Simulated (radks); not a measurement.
Values are calculated unless marked as measured or tabulated.
Question: These are the eigenvalues of the occupied orbitals of an atom or ion with whole-number occupations (eV). Code: a radial shooting solver on a logarithmic mesh with Libxc functionals. Model: Dirac Kohn-Sham, LDA (Slater exchange, Perdew-Wang correlation), spin-unpolarised, spherical densities, finite nucleus; Fermi nuclear charge, rms radius of each element as measured or else 0.836 A^(1/3) + 0.57 fm.

orbital  eigenvalue
1s1/2     -78244.30
2s1/2     -13766.51
2p1/2     -13204.24
2p3/2     -11477.25
3s1/2     -3260.014
3p1/2     -3006.025
3p3/2     -2626.489
3d3/2     -2200.340
3d5/2     -2118.456
4s1/2     -727.4449
4p1/2     -619.5334
4p3/2     -528.8902
4d3/2     -351.3679
4d5/2     -334.5070
5s1/2     -136.8002
4f5/2     -107.4442
4f7/2     -103.9830
5p1/2     -102.0301
5p3/2      -86.6719
5d3/2      -39.8638
5d5/2      -38.2160

Which element is it, and in what charge state? The configuration may be excited. Open shells, if any, fill j = l - 1/2 first.

Answer: Z = 78, platinum, charge +3: Pt3+ in [Xe] 4f14 5d7. The list shows which subshells hold electrons but not how many an open one holds; the 1s level, -2875.4 hartree, gives Z - s = 75.8 by -(Z - s)^2/2, which with screening and relativity narrows Z to a few neighbours, and the depths of the outer levels then fix element, charge and occupations together.
